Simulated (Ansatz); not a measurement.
Reaction (ligand exchange at the Si–O bond): `O[Si](F)(O[SiH3])O[SiH3]` + `[NH2][GeH2][OH]` → `[OH][GeH2][NH][SiH3]` + `O[Si](O)(F)O[SiH3]`

Computed with Ansatz on PBE0-D4/def2-TZVP structures; ΔE is electronic, products minus reactants. CCSD(T)/CBS is the MP2 limit (def2-TZVPP, def2-QZVPP) plus CCSD(T) − MP2 in def2-TZVPP, frozen cores. DFT in def2-TZVPP. For Ge outer-core shells are correlated without core-valence functions, which leaves a few kJ/mol of doubt a bond. Scalar relativity is left out up to krypton. One conformer a species, not always the lowest.

```
             level  ΔE (eV)
         r2SCAN-D4     0.42
           ωB97M-V     0.41
            B2PLYP     0.43
              PBE0     0.38
    MP2/def2-TZVPP     0.39
    MP2/def2-QZVPP     0.40
SCS-MP2/def2-QZVPP     0.44
      HF/CBS(def2)     0.58
```

Q: What does CCSD(T)/CBS give? (Estimate.)

A: Ansatz gave: +0.42 eV. The listed levels differ from it by 0.00, -0.01, 0.01, -0.04, -0.03, -0.02, 0.02, 0.16 eV.

Largest T1 diagnostic among the species: 0.012.

In def2-TZVPP, CCSD(T) changes the Hartree–Fock value by −0.16 eV (the triples alone add −0.02 eV) and MP2 by −0.17 eV.
